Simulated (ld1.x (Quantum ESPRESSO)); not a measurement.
# Before and after: TM potential for Zn

```json
{"Element": "Zn", "Generator": "ld1.x (Quantum ESPRESSO) 7.5", "Type": "norm-conserving Troullier–Martins (Kleinman–Bylander form)", "Functional": "PBEsol", "Relativity": "scalar-relativistic", "Frozen core": "[Ne] 3s2", "Valence charge": "18", "Reference configuration": "3p6 3d9 4s0 4p0 (charge +3)", "Partial waves": "4s (bound, empty): rc 1.90 bohr; 3d (bound): rc 1.20 bohr; 3p (bound): rc 1.15 bohr", "Local potential": "the p channel", "Core correction": "a·sin(br)/r model core inside 0.85 bohr"}
```

Change: wave 3d (bound): rc 1.20 bohr becomes 3d (bound): rc 0.94 bohr.

Cutoffs: the cutoffs (Ry, on a coarse ladder) from which the occupation-weighted sum of valence levels, in a spherical-Bessel basis at the reference potential, stays within 10 and 1 mRy of its value at 400 Ry; they do not see the model core or the augmentation charge, which bear on the density cutoff. Errors are all-electron minus pseudo energies relative to the spin-unpolarised reference configuration.

Task: How do hardness, ghosts and transferability respond?

Result: Both files keep a bound ghost (s); of the 7 tests that both files solve, the error grows in 1 and shrinks in 1 by more than 15 % and 0.3 meV (median size 46.8 → 51.8 meV); the range in which the d phases agree widens (upper end -0.1 → at the end of the scan).

| quantity | base | changed |
| --- | --- | --- |
| cutoff, loose | 180 Ry | 260 Ry |
| cutoff, tight | over 300 Ry | over 300 Ry |
| loose cutoff by channel (10 mRy a level) | d 160 Ry, p 90 Ry | d 230 Ry, p 90 Ry |
| bound ghosts | s | s |
| error for 3p6 3d10 4s2 4p0, meV [ΔE -68.76 eV] | +75 | +81 |
| error for 3p6 3d10 4s1 4p0, meV [ΔE -58.86 eV] | +42 | +46 |
| error for 3p6 3d10 4s0 4p0, meV [ΔE -40.51 eV] | -19 | -20 |
| error for 3p6 3d10 4s1.5 4p0, meV [ΔE -64.81 eV] | +61 | +66 |
| error for 3p5 3d10 4s2 4p0, meV [ΔE 23.13 eV] | -123 | -60 |
| error for 3p6 3d10 4s1 4p1, meV [ΔE -63.63 eV] | +47 | +52 |
| error for 3p6 3d9 4s2 4p0, meV [ΔE -50.82 eV] | -22 | -27 |
| s: phases at 2.05 bohr within 0.05 rad from the reference energy up to (Ry; the scan ends near 5) | 2.4 | 2.4 |
| p: phases at 2.05 bohr within 0.05 rad from the reference energy up to (Ry; the scan ends near 5) | to the end of the scan | to the end of the scan |
| d: phases at 2.05 bohr within 0.05 rad from the reference energy up to (Ry; the scan ends near 5) | -0.1 | to the end of the scan |

 A true bound ghost makes a file unfit for plane-wave use even where its test errors are small: the radial tests pick states by their node count and pass the ghost by.
